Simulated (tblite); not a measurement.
Compound: C6H9N3.
Bonds: C1–C2 (double), C2–N3, N3–N4 (aromatic), N4–C5 (aromatic), C5–C6, C5–C7 (aromatic), C7–C8, C7–N9 (aromatic), N3–N9 (aromatic). Hydrogens: H10, H11 on C1; H12 on C2; H13, H14, H15 on C6; H16, H17, H18 on C8.

Computed with GFN2-xTB (tblite), gas phase: L-BFGS steps from a force-field or distance-geometry start until the largest atomic force falls under 0.01 eV/Å.

Step 11: E = -712.2726 eV
```
atom  x, y, z in Å  |  force x, y, z in eV/Å
C1      3.4200   -0.3840   -0.6735   -0.006   0.012   0.001
C2      2.5848    0.3363    0.0595   -0.028   0.020   0.033
N3      1.2096    0.2024    0.0505   -0.038  -0.001  -0.021
N4      0.4449    0.9649    0.8162   -0.001   0.003   0.023
C5     -0.7940    0.5791    0.5655    0.020   0.040   0.018
C6     -1.9914    1.1687    1.2106   -0.001  -0.005  -0.001
C7     -0.7334   -0.4574   -0.3972    0.062  -0.026  -0.015
C8     -1.8516   -1.2173   -1.0038    0.011   0.006   0.004
N9      0.5397   -0.6613   -0.6919   -0.003  -0.026  -0.017
H10     4.4781   -0.2115   -0.6007    0.003  -0.048  -0.045
H11     3.0751   -1.1457   -1.3515   -0.029   0.050   0.054
H12     2.9003    1.1071    0.7473    0.023   0.002  -0.002
H13    -2.6534    1.5932    0.4564    0.001   0.007   0.002
H14    -1.6908    1.9478    1.9055    0.006  -0.014  -0.014
H15    -2.5435    0.3985    1.7485   -0.003   0.005   0.009
H16    -2.4201   -1.7319   -0.2294    0.005  -0.006  -0.011
H17    -2.5266   -0.5382   -1.5237   -0.005  -0.011  -0.013
H18    -1.4564   -1.9444   -1.7066   -0.018  -0.008  -0.007
```

Step 12: E = -712.2731 eV
```
atom  x, y, z in Å  |  force x, y, z in eV/Å
C1      3.4198   -0.3829   -0.6725   -0.012   0.004  -0.007
C2      2.5843    0.3372    0.0598   -0.022   0.023   0.042
N3      1.2094    0.2027    0.0502   -0.034  -0.006  -0.012
N4      0.4448    0.9644    0.8169   -0.012   0.002   0.001
C5     -0.7941    0.5796    0.5647    0.033   0.019   0.027
C6     -1.9915    1.1683    1.2104    0.006  -0.001  -0.001
C7     -0.7329   -0.4581   -0.3972    0.036  -0.011  -0.018
C8     -1.8517   -1.2173   -1.0040    0.020   0.004   0.005
N9      0.5398   -0.6617   -0.6919    0.010  -0.021  -0.015
H10     4.4783   -0.2136   -0.6027    0.005  -0.038  -0.036
H11     3.0704   -1.1430   -1.3484   -0.027   0.020   0.025
H12     2.8991    1.1069    0.7475    0.030   0.027   0.018
H13    -2.6519    1.5937    0.4547   -0.003  -0.004   0.024
H14    -1.6889    1.9474    1.9048   -0.006  -0.020  -0.017
H15    -2.5423    0.3970    1.7492   -0.002   0.027  -0.007
H16    -2.4191   -1.7322   -0.2285    0.001   0.001  -0.024
H17    -2.5260   -0.5374   -1.5245   -0.001  -0.024   0.000
H18    -1.4561   -1.9446   -1.7068   -0.024  -0.004  -0.003
```

Step 13: E = -712.2736 eV
```
atom  x, y, z in Å  |  force x, y, z in eV/Å
C1      3.4191   -0.3817   -0.6716   -0.015   0.002  -0.005
C2      2.5835    0.3380    0.0606   -0.002   0.021   0.036
N3      1.2089    0.2028    0.0498   -0.005  -0.003   0.002
N4      0.4447    0.9641    0.8174    0.007   0.006  -0.013
C5     -0.7935    0.5800    0.5644   -0.002  -0.013   0.020
C6     -1.9914    1.1679    1.2101    0.018  -0.003  -0.007
C7     -0.7321   -0.4587   -0.3973    0.017   0.001  -0.017
C8     -1.8514   -1.2172   -1.0040    0.017   0.000   0.001
N9      0.5403   -0.6623   -0.6923    0.007  -0.003  -0.003
H10     4.4782   -0.2160   -0.6050    0.002  -0.028  -0.026
H11     3.0662   -1.1407   -1.3457   -0.029  -0.005   0.000
H12     2.8985    1.1074    0.7481    0.029   0.040   0.029
H13    -2.6508    1.5940    0.4539   -0.007  -0.009   0.031
H14    -1.6874    1.9468    1.9040   -0.012  -0.015  -0.011
H15    -2.5414    0.3962    1.7495   -0.004   0.034  -0.014
H16    -2.4182   -1.7324   -0.2283   -0.001   0.005  -0.027
H17    -2.5256   -0.5372   -1.5250    0.003  -0.028   0.007
H18    -1.4562   -1.9447   -1.7070   -0.023  -0.003  -0.002
```

Problem. Estimate the geometry and energy of step 14. (The exact step hangs on the optimiser's Hessian estimate; all steps are aligned on step 13, rigid shifts and turns removed.)

Solution. E = -712.2739 eV, largest force 0.056 eV/Å
```
atom  x, y, z in Å  |  force x, y, z in eV/Å
C1      3.4181   -0.3805   -0.6709   -0.014   0.001  -0.001
C2      2.5828    0.3392    0.0621    0.023   0.015   0.022
N3      1.2085    0.2029    0.0495    0.027   0.004   0.017
N4      0.4448    0.9640    0.8177   -0.001   0.001  -0.024
C5     -0.7931    0.5800    0.5644    0.001  -0.038   0.000
C6     -1.9909    1.1675    1.2097    0.014  -0.001  -0.006
C7     -0.7310   -0.4591   -0.3976   -0.017   0.014  -0.005
C8     -1.8507   -1.2171   -1.0040    0.012  -0.006  -0.006
N9      0.5408   -0.6629   -0.6926    0.019   0.013   0.006
H10     4.4781   -0.2186   -0.6074   -0.007  -0.018  -0.017
H11     3.0618   -1.1388   -1.3433   -0.031  -0.020  -0.016
H12     2.8984    1.1085    0.7491    0.022   0.041   0.032
H13    -2.6500    1.5940    0.4537   -0.012  -0.009   0.028
H14    -1.6863    1.9460    1.9032   -0.011  -0.004  -0.001
H15    -2.5406    0.3962    1.7496   -0.008   0.030  -0.014
H16    -2.4175   -1.7324   -0.2286   -0.004   0.005  -0.021
H17    -2.5252   -0.5376   -1.5253    0.004  -0.023   0.010
H18    -1.4568   -1.9449   -1.7072   -0.017  -0.005  -0.004
```

The energy changes by -0.0004 eV. The first-order estimate −F·Δx gives -0.0005 eV and the mean of the old and new forces, exact on a quadratic surface, -0.0004 eV. The step makes an angle of 58° with the force vector and moves no atom by more than 0.005 Å.

The cost below is that of the whole relaxation. Time: 0.22 s of wall time. Hardware: one thread of an Arm Neoverse V1 (shared host).
